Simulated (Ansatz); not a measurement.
## Ansatz (development build ahead of 0.2.0) run

```yaml
crystal:
  periodic: [false, false, false]
  atoms:
    - { symbol: Ca, position_ang: [0.0, 0.0, 0.0] }
    - { symbol: H, position_ang: [0.0, 0.0, 3.726] }
basis:
  gaussian: { orbitals: pcseg-2 }
magnetization:
  initial_magnetization: 1
hamiltonian:
  xc: hf
```

The input is written out in the form of the current development build from the run's settings.

The run gave:

```json
{
 "Converged": "yes",
 "Total energy": "-677.24277 hartree",
 "Spin squared of the determinant": "0.750",
 "Stability test": "minimum among restricted orbitals"
}
```

Caution: no unrestricted run beside it, a lower state can exist.
